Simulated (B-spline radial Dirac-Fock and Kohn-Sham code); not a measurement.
# Neutral dysprosium: differential elastic cross section for electrons at 17.1 keV

These are calculated numbers from a B-spline atomic structure program; the model is relativistic (Dirac) partial waves in the static field of the Dirac-Fock atom with Furness-McCarthy exchange, without polarisation or absorption potentials.

```tsv
θ (°)	dσ/dΩ (a₀²/sr)	Sherman function
5	14.3	0.000
10	1.91	0.000
15	0.563	-0.001
20	0.238	-0.002
25	0.117	0.000
30	0.0648	0.006
35	0.0398	0.015
40	0.0263	0.027
45	0.0184	0.037
50	0.0134	0.045
55	0.0102	0.047
60	0.00796	0.042
65	0.00640	0.028
70	0.00528	0.007
75	0.00445	-0.021
80	0.00384	-0.052
85	0.00338	-0.086
90	0.00302	-0.118
95	0.00275	-0.148
100	0.00255	-0.173
105	0.00239	-0.192
110	0.00226	-0.204
115	0.00217	-0.211
120	0.00209	-0.211
125	0.00204	-0.207
130	0.00199	-0.198
135	0.00196	-0.185
140	0.00193	-0.170
145	0.00192	-0.152
150	0.00190	-0.132
155	0.00189	-0.112
160	0.00188	-0.090
165	0.00188	-0.068
170	0.00188	-0.046
175	0.00187	-0.023
```

The total elastic cross section is 2.27 a₀², the first transport cross section 0.0581 a₀² and the second, weighted with (3/2) sin²θ, 0.110 a₀². The mean deflection is ⟨1 − cos θ⟩ = 0.0256, and 0.61 % of the collisions scatter beyond 90°.

Phase shifts modulo π (rad) for κ = −1 to −5: -1.001, 0.767, -0.107, -0.699, -1.119.
